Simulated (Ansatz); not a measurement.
CHNSi, SMILES `[C-]#[N+][SiH]` (lower singlet) (charge 0, multiplicity 1). This singlet lies 1.39 eV below the relaxed triplet at the level composite: frozen-core CCSD(T) with HF/cc-pVQZ and the correlation energy extrapolated as X^-3 from cc-pVTZ and cc-pVQZ, plus CCSDT(Q) minus CCSD(T) in cc-pVDZ // PBE0-D3(BJ)/def2-TZVP (Ansatz, an electronic-structure program).

Cartesian coordinates (Å):
```xyz
4

C      1.6316    -0.8674    -0.0887
N      0.6609    -0.2052    -0.1724
Si    -0.5822     1.0127    -0.3807
H     -1.7103     0.0598    -0.0050
```
Charge 0, multiplicity 1.

The restricted HF start is unstable towards unrestricted orbitals.

Question: Give the natural occupations of the active orbitals, the CASSCF energy and the corrected energy for frozen-core fic-MRCISD+Q@CASSCF(2e,2o)/cc-pVTZ // PBE0-D3(BJ)/def2-TZVP run with Ansatz.

Answer: 
| Property | Result |
|---|---|
| natural occupations | 1.95, 0.05 |
| CASSCF energy | -381.8427 Ha |
| corrected energy | -382.2663 Ha |
| weight of the reference | 0.880 |
